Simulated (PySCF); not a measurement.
Si(CCH)3(F) (C₆H₃FSi), SMILES [Si](C#C)(C#C)(F)C#C. Atoms are numbered in the order given.

```xyz
11

C     -2.5073    -1.4476     0.6950
C     -1.5002    -0.8661     0.3003
Si     0.0000     0.0000    -0.2748
F      0.0000     0.0000    -1.9104
C      1.5002    -0.8661     0.3003
C      2.5073    -1.4476     0.6950
C      0.0000     1.7323     0.3003
C      0.0000     2.8952     0.6950
H     -3.3958    -1.9606     1.0413
H      3.3958    -1.9606     1.0413
H      0.0000     3.9211     1.0413
```

Geometry: PBE-D3(BJ)/def2-SVP.

These are PBE0/def2-TZVP (PySCF) values and carry that method's errors.

```
Quantity                                                                                                        Value
---------------------------------------------------------------------------------------------  ----------------------
total energy                                                                                       -619.29670 hartree
point group                                                                                                       C3v
highest occupied level                                                                                       -8.34 eV
lowest empty level                                                                                           -1.60 eV
orbital gap                                                                                                   6.74 eV
dipole moment                                                                                                  2.30 D
quadrupole, principal values (traceless, Buckingham form, about the centre of nuclear charge)  -14.48, 7.24, 7.24 D·Å
```
